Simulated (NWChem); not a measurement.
Species: C2H4BNO2; SMILES N#CCB(O)O

```xyz
10

N      0.3670    -2.5754     0.0000
C     -0.2879    -1.6151     0.0000
C     -0.9950    -0.3407     0.0000
B      0.0236     0.9003     0.0000
O      1.3782     0.7583     0.0000
O     -0.5317     2.1425     0.0000
H     -1.6506    -0.2771    -0.8778
H     -1.6506    -0.2771     0.8778
H      1.6682    -0.1679     0.0000
H      0.1531     2.8297     0.0000
```
Atoms are numbered in this order, from 1.

Computed with NWChem. STO-3G and 3-21G are far too small for this property and stand as cheap habits. Coordinates come from a B3LYP/6-31G* (spherical d) optimisation. GIAO values for the isolated, static molecule; σ is the absolute isotropic shielding, δ = σ(reference) − σ with the isolated reference molecule computed at the same levels (11B: boron trifluoride, 13C: tetramethylsilane, 1H: tetramethylsilane, 15N: ammonia).

```json
[
 {"level": "PBE0/pcSseg-1", "δ N1 (ppm)": "305.5", "δ C2 (ppm)": "126.3", "δ C3 (ppm)": "5.2", "δ B4 (ppm)": "16.7", "δ H7 (ppm)": "1.77", "δ H9 (ppm)": "5.63", "δ H10 (ppm)": "4.42"},
 {"level": "Hartree-Fock/STO-3G", "δ N1 (ppm)": "247.4", "δ C2 (ppm)": "110.1", "δ C3 (ppm)": "14.3", "δ B4 (ppm)": "19.5", "δ H7 (ppm)": "1.82", "δ H9 (ppm)": "3.88", "δ H10 (ppm)": "3.27"},
 {"level": "PBE/pcSseg-1", "δ N1 (ppm)": "(withheld)", "δ C2 (ppm)": "(withheld)", "δ C3 (ppm)": "5.3", "δ B4 (ppm)": "(withheld)", "δ H7 (ppm)": "1.78", "δ H9 (ppm)": "5.66", "δ H10 (ppm)": "4.38"}
]
```

**Question.** Some entries are withheld; supply them.

**Answer.** 
- PBE/pcSseg-1, δ N1 (ppm): 301.0
- PBE/pcSseg-1, δ C2 (ppm): 121.7
- PBE/pcSseg-1, δ B4 (ppm): 15.8
